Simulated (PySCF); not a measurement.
Species: C2H4N4Si.
Atom-mapped SMILES: `[N:1]#[C:2][Si:3]([NH2:4])([NH2:5])[C:6]#[N:7]`

A calculation gives these core lines: C 1s: 292.01 eV; N 1s: 405.56 (area 2), 405.73 (area 2) eV; Si 1s: 1849.22 eV; Si 2p3/2: 109.05 eV.

The calculation used delta-SCF UKS SCAN, pcX-2 on the ionised atom, pcseg-1 elsewhere, spin-free X2C (PySCF). Isolated species at its GFN2-xTB geometry (one conformer only).

**Question.** Which nitrogen gives which N 1s line?

**Answer.** 405.56 eV: N1/N7 (cyano nitrogen); 405.73 eV: N4/N5 (silicon-bound nitrogen). The 2 N 1s values lie within 0.17 eV of each other; Gaussian lines of 0.5 eV full width would blend them into one maximum.

Bonded neighbours of each site: N1/N7: C (triple bond); C2/C6: N (triple bond) and Si; Si3: 2 N and 2 C; N4/N5: 2 H and Si.

**Question.** Which effective nuclear charge Zeff reproduces each element's mean 1s value in the hydrogen-like formula E = 13.606 eV × Zeff²?

**Answer.** C (Z = 6): mean 292.0 eV, Zeff = 4.63, Z − Zeff = 1.37; N (Z = 7): mean 405.6 eV, Zeff = 5.46, Z − Zeff = 1.54; Si (Z = 14): mean 1849.2 eV, Zeff = 11.66, Z − Zeff = 2.34. Means run over the listed sites, weighted by atom count.

Topologically equivalent atoms share the value of their first member; where this conformer doesn't relate them by symmetry, their own values could differ. 2p3/2 and 2p1/2 are the ΔSCF energy of one spin-free 2p hole plus the eigenvalues of a spin–orbit and ligand-field matrix of the shell. 2p1/2 minus 2p3/2 (ligand field included): Si 0.63 eV.

Shape of the structure used: `[N:1]#[C:2][Si:3]([NH2:4])([NH2:5])[C:6]#[N:7]`: H–N4–Si3–C2 -146°, H–N4–Si3–C2 61°, H–N5–Si3–C2 40°, H–N5–Si3–C2 -173°.
